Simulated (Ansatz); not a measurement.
A structure relaxed at PBE-D4/def2-SVP in Ansatz, charge 0, singlet:

```
atom    x (Å)    y (Å)    z (Å)
 In1   2.0810  -1.2649  -3.3970
  N2   0.3006  -2.5792  -2.9065
  N3   1.9416   0.0078  -1.5663
 In4   0.0834   1.1705  -1.5455
 In5  -0.8059  -2.3832  -0.9702
  N6  -1.4612  -0.2967  -0.9923
  N7   0.2350   2.4748   0.2098
 In8  -1.4873   3.8935   0.3176
 In9  -2.5548   0.1450   0.8495
 N10  -3.0806   2.3079   0.6093
In11   2.4812  -1.1658   0.1788
 N12   0.7096  -2.3604   0.5793
 N13   2.3895   0.3170   1.8557
In14   0.5736   1.5923   2.1644
In15  -0.1650  -1.9978   2.6173
 N16  -0.9772   0.0783   2.3343
 H17   1.5855  -0.3247  -4.7773
 H18   3.4528  -2.3283  -3.2068
 H19  -0.3902  -2.4722  -3.6654
 H20   0.6072  -3.5610  -2.9867
 H21   2.6947   0.7077  -1.6883
 H22  -0.2948   1.9847  -3.0390
 H23  -2.0513  -3.5986  -0.8965
 H24  -2.1680  -0.2433  -1.7458
 H25   1.0512   3.0835   0.0219
 H26  -1.7808   4.5468  -1.2703
 H27  -1.4162   4.7056   1.8617
 H28  -4.0085  -0.7690   1.1407
 H29  -3.7426   2.3757  -0.1791
 H30  -3.6436   2.5799   1.4300
 H31   4.0187  -1.9813   0.1974
 H32   1.0423  -3.3372   0.6555
 H33   3.2229   0.9233   1.8143
 H34   2.5042  -0.2300   2.7257
 H35   0.8189   2.6452   3.5283
 H36  -1.5315  -3.0716   2.7959
 H37   1.2085  -1.8299   3.7041
 H38  -1.4430   0.2556   3.2412
```

Give its formula and point group.

In₈N₈H₂₂, a nanocrystal cut from wurtzite InN (hydrogen-capped). Point group Cs (tolerance 0.1 Å).

Summarise the bond lengths by kind (pairs closer than 1.2 times the sum of covalent radii, bridged metal pairs left out).

21 × In–N 2.17 to 2.27 Å; 11 × H–In 1.74 to 1.76 Å; 11 × H–N 1.03 to 1.04 Å.

In the def2 sets In takes a core potential; there is no spin–orbit coupling. Single mean-field runs in def2-SVP are fitted with def2-universal-jkfit.
